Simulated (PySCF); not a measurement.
Structure with atom numbers: `[CH3:1][O:2][Si@H:3]([NH2:4])[SiH3:5]`; H(Xn) means a hydrogen on atom n.

Level of theory: GIAO PBE/pcSseg-2 shieldings, coordinates at the PBE0-D3(BJ)/def2-SVP level, in PySCF (in vacuum, equivalent nuclei averaged, relativity neglected, one conformer).

Chemical shifts δ = σref − σ; 13C, 1H, 29Si vs TMS; H2O for 17O; 15N vs NH3, all at this level.

```
 atoms  nucleus  count  δ (ppm)
   Si3     29Si      1        ?
H(Si5)       1H      3        ?
H(Si3)       1H      1     5.41
   Si5     29Si      1   -120.2
 H(N4)       1H      2     1.35
 H(C1)       1H      3     3.68
    O2      17O      1     66.7
    N4      15N      1        ?
    C1      13C      1     54.6
```

Q: Estimate the values marked ?.

A: 
- H(Si5): 3.42 ppm, hydrogen on a silicon bonded to Si
- Si3: -19.6 ppm, silicon bonded to N, O, Si, H
- N4: 39.6 ppm, nitrogen bonded to Si, 2 H

OH/NH shifts are gas-phase values; hydrogen bonding in solution moves them, usually downfield. Shifts are as computed, not scaled to solution data. Of 1313 compounds with measured shifts, 239 miss one by over three times the rms of a fit or turn the order of signals round; such compounds aren't used in these exercises. Experimental scales use liquid or dissolved standards, which lie at an offset from isolated NH3 (liquid NH3: subtract about 20 ppm) and H2O (liquid H2O: subtract about 36 ppm).
